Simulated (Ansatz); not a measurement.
```yaml
crystal:
  periodic: [false, false, false]
  atoms:
    - {symbol: Se, position_ang: [-1.408514, 1.013023, -1.099385]}
    - {symbol: Si, position_ang: [0.017105, 0.029735, 0.068969]}
    - {symbol: D, position_ang: [1.841903, 0.085758, -0.946485]}
    - {symbol: Se, position_ang: [-0.561920, -1.968533, 0.258625]}
    - {symbol: H, position_ang: [-0.876155, 2.231225, -0.842465]}
    - {symbol: H, position_ang: [0.127684, 0.618786, 1.294271]}
    - {symbol: H, position_ang: [2.524705, -0.399186, 0.117486]}
    - {symbol: H, position_ang: [-1.579894, -1.663340, 1.097649]}
basis:
  gaussian: {orbitals: x2c-TZVPPall, point_charges: [{charge: -1.00, position_ang: [6.838, 0.588, -0.348]}]}
magnetization: {spin_polarized: true, initial_magnetization: 2}
hamiltonian: {xc: {name: LC-wPBE}}
output: {forces: true}
```

```sh
$ ansatz run in.yaml --threads 4 --pin off --events-out ev --progress --plain --max-ram 11315MiB
```

Shortened log:

```
Error: YAML parse error: error: line 6 column 16: `D` is not an element symbol (H … Og, case-exact)
 --> <input>:6:16
4 |     - {symbol: Se, position_ang: [-1.408514, 1.013023, -1.099385]}
5 |     - {symbol: Si, position_ang: [0.017105, 0.029735, 0.068969]}
6 |     - {symbol: D, position_ang: [1.841903, 0.085758, -0.946485]}
7 |     - {symbol: Se, position_ang: [-0.561920, -1.968533, 0.258625]}
8 |     - {symbol: H, position_ang: [-0.876155, 2.231225, -0.842465]}
```

(1) What is wrong with this run?

Answers

(1) An element symbol is wrong. The program refused the input.
